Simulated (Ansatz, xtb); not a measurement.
Spectroscopic constants of ReN, multiplicity 3 (lowest of 2S+1 = 1, 3, 5, 7, 9 at CCSD(T)/def2-TZVPP on PBE0 minima; our sources give no spin for the ground state, which may be another). No spin–orbit coupling. The T1 diagnostic near the minimum is 0.074, so single-reference values are doubtful.

Seven points along R, fitted to fifth degree in 1/R; most abundant isotopes. In def2 and cc sets the state is the lowest found near the PBE0 minimum, followed along R.

Programs: Ansatz (a first-principles code) with Gaussian orbitals; xtb for the GFN methods.  In def2 rows elements past Kr take small-core potentials, without spin–orbit coupling. The GFN methods have no spin term and hold the electronic entropy of 300 K.

**Question.** What bond length and harmonic frequency does GFN1-xTB give?

**Answer.** r_e = 1.701 Å, ω_e = 1162 cm⁻¹.

**Question.** What bond length and harmonic frequency does SVWN5/def2-TZVPP give?

**Answer.** r_e = 1.626 Å, ω_e = 1198 cm⁻¹.

**Question.** What bond length and harmonic frequency does PBE/def2-TZVPP give?

**Answer.** r_e = 1.638 Å, ω_e = 1163 cm⁻¹.
